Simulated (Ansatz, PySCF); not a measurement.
SnBr2, SMILES [Br][Sn][Br] (connectivity only; charge and spin as stated), neutral, multiplicity 1.

Geometry optimised at PBE-D3(BJ)/def2-SVP. The isomer is the one that the SMILES or the coordinates give; other isomers of the formula were not compared. The def2 effective core potentials stand for the cores of Sn; spin–orbit coupling is left out.

Vertical ionisation energy (IE) and electron affinity (EA) in eV. Rows of orbital energies are one-electron estimates. Where ΔSCF, EOM or ADC give a negative EA the extra electron is unbound and the value depends on the basis.

```csv
level,IE,EA
"−ε(HOMO), −ε(LUMO), B3LYP/def2-TZVPD (PySCF)",7.61,3.57
"−ε(HOMO), −ε(LUMO), PBE/def2-TZVPD (PySCF)",6.77,3.98
"ΔSCF, PBE0/def2-SVPD (Ansatz), final states of multiplicity 2 and 2",9.76,1.68
"ΔSCF, PBE/def2-SVPD (Ansatz), final states of multiplicity 2 and 2",9.53,1.51
```

### Question
What vertical singlet–triplet gap does ΔSCF give with PBE0/def2-SVPD (Ansatz, a program for electronic structure) and with PBE/def2-SVPD (Ansatz)? (Estimate from the structure and the level; the computed values follow.)

### Answer
2.61 and 2.65 eV (triplet above singlet where positive).
